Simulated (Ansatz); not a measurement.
`N[SiH]1OC1=O` → C• + 3 H• + N• + 2 O• + Si•  (atomization)

Calculated with Ansatz (gas phase, PBE0-D4/def2-TZVP geometries, no zero-point term in ΔE). CBS: MP2 limit from def2 TZ/QZ plus the TZ coupled-cluster correction, frozen cores. This one scheme is used for every species, atoms too. DFT in def2-TZVPP. HSE06 is defined as in plane-wave codes. Open shells (•) are unrestricted, without spin–orbit coupling. Spin–orbit coupling would lower the free atoms: a little for C, O, Si. Each species was taken in one conformer, which may not be the lowest.

```csv
level,ΔE (kJ/mol)
LDA (SPW92),3827.1
r2SCAN-D4,3240.0
HSE06,3213.9
BHLYP,3023.4
LC-ωPBE,3226.4
MP2/def2-TZVPP,3227.5
SCS-MP2/def2-TZVPP,3189.0
CCSD/def2-TZVPP,3024.3
```

Problem. What does CCSD(T)/CBS give? (Best estimate.)

Solution. The calculation gave: +3221.5 kJ/mol. The listed levels differ from it by 605.6, 18.5, -7.6, -198.1, 4.9, 6.0, -32.5, -197.2 kJ/mol.

Largest T1 diagnostic among the species: 0.017.

From BLYP to BHLYP (50 % exact exchange), in def2-TZVPP and without D4, ΔE moves by −210.2 kJ/mol: exact exchange takes away binding that semilocal exchange gives to molecules. In def2-TZVPP, CCSD(T) changes the Hartree–Fock value by +1033.7 kJ/mol (the triples alone add +80.2 kJ/mol) and MP2 by +1156.6 kJ/mol; breaking electron pairs costs correlation energy, which Hartree–Fock lacks. At CCSD(T), def2-SVP lies −273.2 kJ/mol from the extrapolated value and def2-TZVPP −116.9 kJ/mol: correlation converges slowly with the basis, and small sets miss more of it in the bonded molecule than in its fragments.

For atomizations the MP2-based limit and the directly extrapolated one differ by several kJ/mol either way, and by 10 to 25 for some Ge, Se and Sn compounds, so smaller differences from it don't rank the levels.
